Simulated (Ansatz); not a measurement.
C4H4F2, SMILES FC(CC#C)F.

Geometry: B3LYP-D3(BJ)/def2-SVP. One conformer was computed; it need not be the lowest.

Two levels are set side by side: PBE/def2-SVPD (Ansatz, a first-principles code) and CAM-B3LYP/def2-SVPD (Ansatz). Energy differences of separate SCF runs at the same geometry; the states with an electron removed or added have multiplicity 2 and 2. Differences are taken from unrounded values.

```csv
quantity,CAM-B3LYP,PBE,PBE minus CAM-B3LYP
vertical ionisation energy (eV),10.77,10.28,-0.48
vertical singlet–triplet gap (eV),5.60,5.56,-0.04
```
